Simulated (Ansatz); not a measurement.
`[CH3][SbH][SeH]` + H₂O → `[CH3][SbH][OH]` + H₂Se at 298.15 K and 1 bar (formal hydrolysis of the Sb–Se bond).

Isolated molecules relaxed with PBE0-D4/def2-TZVP in Ansatz; ΔE leaves out vibrations. CCSD(T)/CBS adds triple-zeta CCSD(T) − MP2 to the extrapolated MP2 energy (def2 sets, frozen cores). This one scheme is used for every species. Elements past krypton have def2 core potentials. For Sb, Se outer-core shells are correlated without core-valence functions, which leaves a few kJ/mol of doubt a bond. Scalar relativity is left out up to krypton. Each species was taken in one conformer, which may not be the lowest.

```tsv
species	CCSD(T)/CBS energy (Eh)	H − E (kJ/mol)	S (J/(mol·K))
`[CH3][SbH][SeH]`	-2681.79999	153.6	347.3
H₂O	-76.37941	66.4	188.7
`[CH3][SbH][OH]`	-356.25469	165.2	318.3
H₂Se	-2401.89790	45.8	219.1
```

H − E and S are ideal-gas, rigid-rotor, harmonic terms from PBE0-D4/def2-TZVP, for one conformer and one mirror image of each species. 1 Eh = 2625.50 kJ/mol, R = 8.31446 J/(mol·K).

Task: By hand: ΔE, ΔH, ΔS and ΔG.

Result: ΔE = (-356.25469) + (-2401.89790) − (-2681.79999) − (-76.37941) = 0.02681 Eh = 70.4 kJ/mol. Δ(H − E) = 165.2 + 45.8 − 153.6 − 66.4 = -9.0, so ΔH = 61.4 kJ/mol. ΔS = 318.3 + 219.1 − 347.3 − 188.7 = 1.4 J/(mol·K). ΔG = 61.4 − 298.15 × (1.4)/1000 = 61.0 kJ/mol.

Task: By hand: the equilibrium constant, and the temperature at which ΔG would vanish if ΔH and ΔS stayed fixed.

Result: log₁₀ K = −ΔG/(RT ln 10) = -10.7. ΔG = 0 at ΔH/ΔS = 43857 K, far beyond where these terms or the molecules hold.

The number of gas molecules stays the same, so ΔS is small and ΔH decides. A doubt of 5 kJ/mol in ΔE shifts log₁₀ K by 0.9 here. Other conformers and mirror images would add mixing entropy, several J/(mol·K) or more a flexible species. These are equilibria of isolated gas molecules and say nothing of rates. Largest T1 diagnostic: 0.013 (customary marks: 0.02 for closed shells, 0.045 for open ones).
